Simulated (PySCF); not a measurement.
A run that did not reach its result, on `C=C[CH2][Al]([F])[F]` (driver script around PySCF, density fitting, GFN2-xTB geometry as the base; each input is a line of settings and coordinates in Å).

Command:
```bash
OMP_NUM_THREADS=1 python probes_run.py task.json out
```
Input:
```
{"job": {"kind": "j", "xc": "PBE00", "basis": "def2-SVP", "scf": {"guess": "1e", "max_cycle": 94}, "grid": 0}, "charge": 0, "multiplicity": 1}
C     -1.517728     0.234075     0.723986
C     -0.962589    -0.368105    -0.308880
C      0.505067    -0.628270    -0.424539
Al     1.497399     0.555062     0.836963
F      2.785091    -0.032920     1.688155
F      1.210075     2.169900     1.017989
H     -2.577990     0.384366     0.826066
H     -0.888913     0.609838     1.531723
H     -1.576067    -0.724478    -1.128079
H      0.815112    -0.524892    -1.468942
H      0.715967    -1.671905    -0.160724
```

Output:
```
KeyError: "LibXCFunctional: name 'PBE00' not found."
```

**Question.** What went wrong, and what mends it?

**Answer.** The functional name PBE00 isn't known to the program. Correct the name (PBE0). The run gave no result.

Conformer computed: `[CH2:1]=[CH:2][CH2:3][Al:4]([F:5])[F:6]`: C1–C2–C3–Al4 -19°, C2–C3–Al4–F5 139°.
